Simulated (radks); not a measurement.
The numbers below are computed, except where a source is named.
The lanthanum ion La49+, configuration [He] 2s2 2p4 (the NIST ground configuration).

Code: a radial shooting solver on a logarithmic mesh with Libxc functionals. Model: scalar-relativistic Kohn-Sham, BLYP, spin-polarised, spherical densities, finite nucleus; open shells are filled with parallel spins first (spin-orbit coupling, left out, can overturn this in heavy ions); Fermi nuclear charge, rms radius 4.855 fm.

Energy parts (eV):
| part | energy |
|---|---|
| total | -152314.65 |
| kinetic | 164142.61 |
| electron-nucleus | -325215.34 |
| Hartree | 11008.36 |
| exchange-correlation | -2250.27 |

Orbitals (lengths in bohr, moments of r in powers of bohr; <r^-3> diverges for s and p1/2):
orbital	occ.	eigenvalue (eV)	<r^-3>
1s up	1	-42799.98	-
1s down	1	-42775.84	-
2s up	1	-9782.459	-
2s down	1	-9743.506	-
2p up	3	-9223.428	8076
2p down	1	-9176.874	8050

The highest occupied level is 2p down at -9176.9 eV. For comparison, the ionisation energy in NIST's Atomic Spectra Database is 9184 eV (theoretical). In exact Kohn-Sham theory the highest level is minus the ionisation energy, but local and semilocal functionals leave it too shallow, through self-interaction and a potential that decays too fast; potentials with the right tail come closer. The density falls to 0.001 e/bohr^3 at r = 0.40 bohr. The electron density at the nucleus is 3.585e+05 e/bohr^3 (large components only). The spin density at the nucleus is -47.6 e/bohr^3 (1s -145.1, 2s 97.5).
